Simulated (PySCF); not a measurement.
# What a mistake does to a calculation on BGeH3

Calculated results; nothing here was measured. They come from PySCF 2.14.0, an open-source quantum chemistry program, on an isolated molecule that a program drew, which may never have been made. The molecule is BGeH3 (charge 0, singlet), drawn as the SMILES string `[BH2][GeH]`.

Each row is a Hartree-Fock (HF) and frozen-core CCSD(T) single point in the cc-pVDZ basis, meant for a local HF minimum. Run 1 is clean. Each other run has one planted mistake out of seven kinds, and not every kind appears here: one electron removed, one electron added, multiplicity raised by two, geometry at a saddle point, minimal basis STO-3G, one bond length entered in bohr, all coordinates scaled. The reference is restricted for singlets and unrestricted otherwise, and also for a bond in bohr. Adding or removing an electron swaps singlet and doublet. Electrons count all cores. HOMO and LUMO are orbital energies over both spins, the gradient is its largest component, and the lowest frequency (negative if imaginary) is given only where the gradient is small. Bond lengths are over the 4 bonds as drawn. T1 is the CCSD diagnostic: over 0.02 (restricted) or 0.045 (unrestricted) a single reference is doubtful. Germanium has the cc-pVDZ-PP basis, with a core potential (ECP10MDF) in place of its 10 inner electrons, and its 3s, 3p and 3d shells are frozen in CCSD(T).

Geometry of the clean run:
```xyz
5
BGeH3, angstrom
B     0.4483   -0.3897    1.0215
Ge    1.0487    0.1898   -0.8894
H     1.2413   -0.5098    1.9184
H    -0.7017   -0.6473    1.2643
H     0.8108    1.7112   -0.5042
```

| run | electrons | basis functions | <S^2> | HOMO (eV) | LUMO (eV) | gradient (hartree/bohr) | lowest frequency (cm^-1) | mean bond (Å) | longest bond (Å) | T1 | HF (hartree) | CCSD(T) (hartree) | mistake |
|---|---|---|---|---|---|---|---|---|---|---|---|---|---|
| 1 | 40 | 52 | 0.000 | -8.66 | 0.47 | 2.3e-05 | 398 | 1.5197 | 2.085 | 0.0178 | -319.73778 | -319.94229 | no fault |
| 2 | 41 | 52 | 0.764 | -0.79 | 7.05 | 1.1e-02 | - | 1.5197 | 2.085 | 0.0260 | -319.74288 | -319.95963 | one electron added |
| 3 | 40 | 52 | 0.000 | -8.69 | 0.35 | 2.6e-02 | - | 1.6018 | 2.198 | 0.0173 | -319.73021 | -319.93666 | all coordinates scaled |
| 4 | 40 | 52 | 0.943 | -8.96 | 0.42 | 2.0e-02 | - | 1.7874 | 2.274 | 0.0904 | -319.62828 | -319.82822 | one bond length entered in bohr |
| 5 | 40 | 52 | 0.000 | -7.23 | 0.28 | 2.8e-05 | -613 | 1.4473 | 1.894 | 0.0279 | -319.69359 | -319.91091 | geometry at a saddle point |
| 6 | 39 | 52 | 0.776 | -17.25 | -6.98 | 3.2e-02 | - | 1.5197 | 2.085 | 0.0200 | -319.45165 | -319.62575 | ? |

**Which mistake was planted in run 6, and what did it cost?**

It counts 39 electrons, one fewer than the clean run, at the same geometry and basis. So the mistake is: one electron removed. Subtracting run 1 and multiplying by 627.51 kcal/mol a hartree, the energy moved by 179.5 kcal/mol in HF and 198.6 kcal/mol in CCSD(T).

Cautions from the logs. Run 4: T1 is over the limit, so its CCSD(T) energy is less reliable; run 5: T1 is over the limit, so its CCSD(T) energy is less reliable.
